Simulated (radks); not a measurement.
Charge is removed step by step from the 4p down level of the bromine ion Br+, starting from [Ar] 3d10 4s2 4p(up 3, down 1). Calculated with a radial shooting solver on a logarithmic mesh with Libxc functionals: scalar-relativistic Kohn-Sham, r2SCAN, spin-polarised, spherical densities, finite nucleus; meta-GGA in the generalised Kohn-Sham scheme; Fermi nuclear charge, rms radius 4.1629 fm.

removed (e)  E - E(0) (eV)  eigenvalue (eV)  E minus straight line (eV)
0                    0.000          -16.440                       0.000
0.1                  1.690          -17.356                      -0.414
0.2                  3.471          -18.275                      -0.735
0.3                  5.344          -19.197                      -0.965
0.4                  7.310          -20.122                      -1.102
0.5                  9.368          -21.047                      -1.147
0.6                 11.518          -21.970                      -1.100
0.7                 13.761          -22.888                      -0.960
0.8                 16.095          -23.796                      -0.729
0.9                 18.519          -24.684                      -0.408
1                   21.030          -25.575                       0.000

Removing the whole electron costs 21.030 eV by Delta-SCF, against 16.440 eV from minus the eigenvalue at the starting occupation. Slater's transition state (half an electron removed) gives 21.047 eV. Integrating minus the eigenvalue over the occupation (Janak's theorem) gives 21.034 eV. In this scalar-relativistic scheme the density is built from large components alone, so the theorem holds only approximately. The mean slope of the eigenvalue, de/dn, is 9.13 eV per electron. Ionisation energy of Br+ in the NIST Atomic Spectra Database: 21.591 eV (measured).
